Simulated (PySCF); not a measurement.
BI3, SMILES I[B-](I)I, charge -1, multiplicity 2. Geometry optimised at r2SCAN-D4/def2-SVPD. The def2 effective core potentials stand for the cores of I; spin–orbit coupling is left out.

Computed equilibrium geometry at r2SCAN-D4/def2-SVPD (PySCF confirms it by a frequency run) as a Z-matrix, and its point group:
point group C3v.
```
B
I 1 2.2486
I 1 2.2486 2 113.55
I 1 2.2486 2 113.55 3 131.72
```
Charge -1, spin multiplicity 2.
